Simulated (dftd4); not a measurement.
CHF (SMILES [CH]F), singlet, at a GFN2-xTB geometry; dftd4 with D4 for pbe.

Here is a job for dftd4.
```
$ dftd4 mol.xyz --func pbe --charge 0 --json dftd4.json --noedisp --grad

# file mol.xyz
3

C     -0.56552639     0.43684752    -0.01538265
F      0.53215338    -0.25729409     0.01555547
H     -1.39622203    -0.30543829    -0.04770330
```

Task: Predict the main parts of the log of this dftd4 run.

Result: 
```
                    ____  _____ _____     ____  _  _
      -------------|  _ \|  ___|_   _|---|  _ \| || |------------
     |             | | | | |_    | | ___ | | | | || |_           |
     |             | |_| |  _|   | ||___|| |_| |__   _|          |
     |             |____/|_|     |_|     |____/   |_|            |
     |             ===================================           |
     |            E. Caldeweyher, S. Ehlert & S. Grimme          |
     |          Mulliken Center for Theoretical Chemistry        |
     |                    University of Bonn                     |
      -----------------------------------------------------------

Rational (Becke-Johnson) damping: pbe-D4-ATM
---------------------
  s6         1.0000
  s8         0.9595
  s9         1.0000
  a1         0.3857
  a2         4.8069
 alp        16.0000
--------------------

Dispersion energy:      -5.1170139165693E-04 Eh

Gradient norm:           1.3887182163667E-05 Eh/a0
--------------------------------------------------
     #    Z           dE/dx      dE/dy      dE/dz
--------------------------------------------------
     1    6 C    -9.613E-06 -3.049E-06 -3.351E-07
     2    9 F     2.516E-06 -2.324E-06  6.575E-08
     3    1 H     7.097E-06  5.373E-06  2.693E-07
--------------------------------------------------

Virial:
--------------------------------------------------
      component           x          y          z
--------------------------------------------------
          x      -5.922E-06 -1.325E-05 -2.864E-07
          y      -1.325E-05 -4.489E-06 -4.640E-07
          z      -2.864E-07 -4.640E-07 -1.261E-08
--------------------------------------------------

[Info] Dispersion results written to 'dftd4.txt'
[Info] JSON dump of results written to 'dftd4.json'
```
